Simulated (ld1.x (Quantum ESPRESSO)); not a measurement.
## Before and after: ultrasoft potential for Ni (Z = 28)

* Element: Ni (Z = 28)
* Generator: ld1.x (Quantum ESPRESSO) 7.5
* Type: ultrasoft
* Functional: PBE
* Relativity: scalar-relativistic
* Frozen core: [Ne]
* Valence charge: 18
* Reference configuration: 3s2 3p6 3d8 4s1 4p1
* Partial waves: 3s (bound): rcut 1.15, rcutus 1.25 bohr; 4s (bound): rcut 1.15, rcutus 1.25 bohr; 3p (bound): rcut 1.05, rcutus 1.15 bohr; 4p (bound): rcut 1.05, rcutus 1.15 bohr; 3d (bound): rcut 1.40, rcutus 1.65 bohr; 3d channel at -0.2 Ry: rcut 1.40, rcutus 1.65 bohr
* Local potential: all-electron potential smoothed inside 1.40 bohr (lloc = -1)
* Core correction: Bessel-smoothed model core inside 0.95 bohr
* Augmentation charge: PSQ, inside the norm-conserving radii

All-electron outer shells of the reference configuration (PBE, scalar-relativistic, ld1.x):

```json
{"shell": "2s", "level (eV)": "-983.71", "outermost node (bohr)": "0.07", "outermost maximum (bohr)": "0.21"}
{"shell": "2p", "level (eV)": "-846.57", "outermost node (bohr)": "–", "outermost maximum (bohr)": "0.16"}
{"shell": "3s", "level (eV)": "-113.04", "outermost node (bohr)": "0.30", "outermost maximum (bohr)": "0.64"}
{"shell": "3p", "level (eV)": "-73.38", "outermost node (bohr)": "0.27", "outermost maximum (bohr)": "0.65"}
{"shell": "3d", "level (eV)": "-10.81", "outermost node (bohr)": "–", "outermost maximum (bohr)": "0.63"}
{"shell": "4s", "level (eV)": "-6.88", "outermost node (bohr)": "0.92", "outermost maximum (bohr)": "2.18"}
{"shell": "4p", "level (eV)": "-2.11", "outermost node (bohr)": "1.00", "outermost maximum (bohr)": "3.02"}
```

Change: fully relativistic.

Cutoffs: the cutoffs (Ry, on a coarse ladder) from which the occupation-weighted sum of valence levels, in a spherical-Bessel basis at the reference potential, stays within 10 and 1 mRy of its value at 400 Ry; they do not see the model core or the augmentation charge, which bear on the density cutoff. Errors are all-electron minus pseudo energies relative to the spin-unpolarised reference configuration.

Question: What does the change do?

Answer: Of the 7 tests that both files solve, the error grows in 5 and shrinks in 1 by more than 15 % and 0.3 meV (median size 5.6 → 17.2 meV); neither file shows a bound ghost.

| quantity | base | changed |
| --- | --- | --- |
| cutoffs, loose and tight | 80 Ry, 120 Ry | not determined |
| bound ghosts | none | none |
| error for 3s2 3p6 3d8 4s2 4p0, meV [ΔE -4.60 eV] | -1.0 | -1.3 |
| error for 3s2 3p6 3d8 4s1 4p0, meV [ΔE 4.73 eV] | -1.0 | -0.5 |
| error for 3s2 3p6 3d8 4s0 4p0, meV [ΔE 22.08 eV] | +0.4 | +2.4 |
| error for 3s2 3p5 3d8 4s2 4p0, meV [ΔE 74.93 → 74.95 eV] | +19 | +44 |
| error for 3s1 3p6 3d8 4s2 4p0, meV [ΔE 114.80 eV] | -5.6 | +19 |
| error for 3s2 3p6 3d7 4s0 4p0, meV [ΔE 59.54 eV] | +21 | +25 |
| error for 3s2 3p6 3d9 4s1 4p0, meV [ΔE -6.19 eV] | +17 | +17 |
| s: phases at 1.80 bohr within 0.05 rad from the reference energy up to (Ry; the scan ends near 5) | to the end of the scan | to the end of the scan |
| lowest overlap eigenvalue by channel | s 0.07, p 0.22, d 1.00 | s 0.07, p1/2 0.21, p3/2 0.23, d3/2 1.00, d5/2 1.00 |
